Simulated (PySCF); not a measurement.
**Spinor energies of As(2+) (arsenic, charge +2)**

Start: [Ar] 3d10 4s2 4p1; 4p1/2 filled at m_j = +1/2. Calculated with PySCF 2.14 in x2c-QZVPPall-2c (11s10p5d4f1g, 103 functions): generalised Hartree-Fock with the X2C-1e Hamiltonian and a Gaussian nucleus; one run each with spin-orbit coupling (SO) switched off, then screened by Boettger's factors.

| spinor shell | electrons | ε, spin-free (eV) | ε, screened SO (eV) | weight of nominal j (screened SO) | rms radius, screened SO (bohr) |
| --- | --- | --- | --- | --- | --- |
| 1s1/2 | 2 | -11966.9 | -11966.5 | 1.000 | 0.0524 |
| 2s1/2 | 2 | -1594.1 | -1593.9 | 1.000 | 0.219 |
| 2p1/2 | 2 | -1395.5 | -1420.7 | 1.000 | 0.194 |
| 2p3/2 | 4 | -1395.5 | -1383.2 | 1.000 | 0.197 |
| 3s1/2 | 2 | -246.90 | -246.79 | 1.000 | 0.639 |
| 3p1/2 | 2 | -183.06 | -186.79 | 1.000 | 0.659 |
| 3p3/2 | 4 | -183.06 | -181.13 | 1.000 | 0.671 |
| 3d3/2 | 4 | -77.927 | -78.367 | 0.998 | 0.744 |
| 3d5/2 | 6 | -77.927 | -77.482 | 0.999 | 0.747 |
| 4s1/2 | 2 | -37.607 | -37.562 | 0.997 | 1.97 |
| 4p1/2 | 1 | -27.894 | -28.129 | 0.981 | 2.29 |

| quantity | spin-free | screened SO |
| --- | --- | --- |
| E (hartree) | -2258.02968 | -2258.13702 |
| M_J | 1/2 | 1/2 |
| ⟨J²⟩ | 1.082 | 0.820 |
| ⟨L²⟩ | 2.036 | 2.037 |
| ⟨S²⟩ | 0.762 | 0.764 |

Each row is a mean over spinors that exchange with the open shell spreads, by up to 0.683 eV (3p1/2).

⟨J²⟩ departs a little from M_J(M_J + 1) because the unrestricted spinors polarise the closed shells.

Without spin-orbit coupling the j labels of p, d and f shells carry no meaning; the spin-free column gives the mean over the occupied spinors of each nl shell, and its ⟨J²⟩ belongs to a mixture of degenerate components.
